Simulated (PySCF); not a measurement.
**Fine-structure interval of Nd⁵⁵⁺ by level of theory**

Nd⁵⁵⁺ [He] 2s2 2p1 [2p1/2^1, M_J = 1/2] → Nd⁵⁵⁺ [He] 2s2 2p1 [2p3/2^1, M_J = 3/2], as a difference of total energies. Calculation: PySCF 2.14, in an even-tempered Gaussian basis (17 s from 36 bohr⁻², ratio 2.4; 13 p from 46 bohr⁻², ratio 2.4; 5 d from 150 bohr⁻², ratio 2.6; 4 f from 220 bohr⁻², ratio 2.6); the two-component X2C-1e Hamiltonian. Correlated levels: nothing frozen; the 32 highest virtual spinors dropped. "Screened" scales the spin-orbit matrix elements by Boettger's factors to mimic the two-electron term; Breit and QED terms are absent.

```
                    method  fine-structure interval (cm⁻¹)
 GHF (screened spin-orbit)                         4666300
GMP2 (screened spin-orbit)                         4653300
     GHF (bare spin-orbit)                         4838400
```
